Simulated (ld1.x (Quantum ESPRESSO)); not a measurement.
# u(r) = r·R(r): atom against pseudo-atom (P (Z = 15))

Columns: radius, all-electron u(r) and pseudo u(r) of the 3p shell (level -5.51 eV) of phosphorus in the configuration [Ne] 3s2 3p3; PBE, scalar-relativistic, ultrasoft scheme, ld1.x (Quantum ESPRESSO) 7.5.

```json
{"r (bohr)": "0.085", "all-electron": "0.1050", "pseudo": "-0.0048"}
{"r (bohr)": "0.170", "all-electron": "0.2324", "pseudo": "-0.0190"}
{"r (bohr)": "0.255", "all-electron": "0.2924", "pseudo": "-0.0420"}
{"r (bohr)": "0.340", "all-electron": "0.2857", "pseudo": "-0.0730"}
{"r (bohr)": "0.425", "all-electron": "0.2317", "pseudo": "-0.1108"}
{"r (bohr)": "0.510", "all-electron": "0.1495", "pseudo": "-0.1541"}
{"r (bohr)": "0.595", "all-electron": "0.0535", "pseudo": "-0.2013"}
{"r (bohr)": "0.680", "all-electron": "-0.0466", "pseudo": "-0.2511"}
{"r (bohr)": "0.765", "all-electron": "-0.1442", "pseudo": "-0.3020"}
{"r (bohr)": "0.850", "all-electron": "-0.2357", "pseudo": "-0.3527"}
{"r (bohr)": "0.935", "all-electron": "-0.3188", "pseudo": "-0.4020"}
{"r (bohr)": "1.020", "all-electron": "-0.3926", "pseudo": "-0.4489"}
{"r (bohr)": "1.105", "all-electron": "-0.4570", "pseudo": "-0.4929"}
{"r (bohr)": "1.190", "all-electron": "-0.5123", "pseudo": "-0.5331"}
{"r (bohr)": "1.275", "all-electron": "-0.5587", "pseudo": "-0.5692"}
{"r (bohr)": "1.360", "all-electron": "-0.5965", "pseudo": "-0.6008"}
{"r (bohr)": "1.445", "all-electron": "-0.6264", "pseudo": "-0.6275"}
{"r (bohr)": "1.530", "all-electron": "-0.6489", "pseudo": "-0.6490"}
{"r (bohr)": "1.615", "all-electron": "-0.6648", "pseudo": "-0.6648"}
{"r (bohr)": "1.700", "all-electron": "-0.6748", "pseudo": "-0.6748"}
{"r (bohr)": "1.785", "all-electron": "-0.6797", "pseudo": "-0.6797"}
{"r (bohr)": "1.870", "all-electron": "-0.6801", "pseudo": "-0.6801"}
{"r (bohr)": "1.955", "all-electron": "-0.6766", "pseudo": "-0.6766"}
{"r (bohr)": "2.040", "all-electron": "-0.6699", "pseudo": "-0.6699"}
{"r (bohr)": "2.125", "all-electron": "-0.6605", "pseudo": "-0.6605"}
{"r (bohr)": "2.210", "all-electron": "-0.6487", "pseudo": "-0.6487"}
```

Question: How many radial nodes do the two functions have?

Answer: The all-electron 3p function has n − l − 1 = 1; the pseudo-wave has 0, since the states of the same l below it are removed with the core.

Question: At about which radius was the pseudo-wave matched?

Answer: 1.60 bohr, where the columns begin to agree (steps of 0.09 bohr).

Question: Is the pseudo-wave norm-conserving?

Answer: No, it belongs to an ultrasoft set: the norm inside the radius is not constrained, and the difference is carried by the augmentation charge.
